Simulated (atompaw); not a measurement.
# Scattering properties, PAW (atompaw) potential for Ir (Z = 77)

* Element: Ir
* Generator: atompaw 4.2.0.5
* Type: PAW
* Functional: LDA (PW92)
* Relativity: scalar-relativistic
* Frozen core: [Kr] 4d10
* Valence charge: 31
* Reference configuration: 4f14 5s2 5p6 5d7 6s1.5 6p0 (charge +0.5)
* Partial waves: 5s (bound): rc 1.55 bohr; 6s (bound): rc 1.75 bohr; 5p (bound): rc 1.65 bohr; 6p (bound, empty): rc 2.35 bohr; 5d (bound): rc 2.35 bohr; 5d channel at 2.65 Ry: rc 2.05 bohr; 4f (bound): rc 1.00 bohr; 4f channel at -4.55 Ry: rc 1.00 bohr
* Local potential: ultrasoft scheme with l = 4 at 0 Ry, radius 1.55 bohr
* Core correction: smooth core density matched at 1.95 bohr
* Augmentation charge: sinc compensation charge, radius 2.05 bohr; PAW radius 2.35 bohr; waves and projectors: custom rrkj vanderbiltortho

The phase is arctan(r·u′/u) with u = r·R(r), unwrapped; energies in Ry, scanned from -10 to 5 Ry. A pole is an energy at which the radial function vanishes at the test radius. The pseudo phase is shifted by a multiple of π to meet the all-electron one at the reference energy, and phase errors are pseudo minus all-electron; the curves can meet again beyond the range given. Levels narrower than the energy grid can be missing from the lists of poles. n/a: not evaluated, since a narrow level or a reset projector energy made the automatic matching unsafe.

| channel | radius (bohr) | reference energy (Ry) | poles, all-electron | poles, pseudo | unbroken range about the reference energy with phases within 0.05 rad | phase error 1 Ry above the reference energy (rad) |
| --- | --- | --- | --- | --- | --- | --- |
| s | 2.36 | -0.75 | -7.49, 2.49 | -7.49, 2.50 | the whole range | +0.000 |
| p | 2.36 | -0.31 | -4.22, 4.57 | -4.22, 2.80 | below 0.5 | -0.070 |
| d | 2.36 | -0.83 | -0.17 | -0.18 | the whole range | -0.001 |
| f | 2.36 | -4.89 | 4.09 | 4.30 | n/a | n/a |

Phases in the p channel:

```
E (Ry)  all-electron  pseudo
-10.00         1.426   1.425
 -9.52         1.422   1.420
 -9.04         1.417   1.415
 -8.56         1.412   1.409
 -8.08         1.406   1.403
 -7.60         1.399   1.396
 -7.12         1.390   1.388
 -6.64         1.380   1.377
 -6.16         1.368   1.364
 -5.68         1.349   1.346
 -5.20         1.318   1.313
 -4.72         1.210   1.204
 -4.24        -1.554  -1.555
 -3.76        -1.735  -1.738
 -3.28        -1.782  -1.785
 -2.80        -1.816  -1.820
 -2.32        -1.852  -1.856
 -1.84        -1.896  -1.899
 -1.36        -1.955  -1.958
 -0.88        -2.045  -2.046
 -0.40        -2.197  -2.197
  0.08        -2.499  -2.504
  0.56        -3.120  -3.171
  1.04        -3.839  -3.941
  1.52        -4.227  -4.331
  2.00        -4.414  -4.523
  2.48        -4.520  -4.645
  2.96        -4.588  -4.745
  3.44        -4.636  -4.858
  3.92        -4.673  -5.044
  4.40        -4.703  -5.576
  4.88        -4.729  -6.887
```
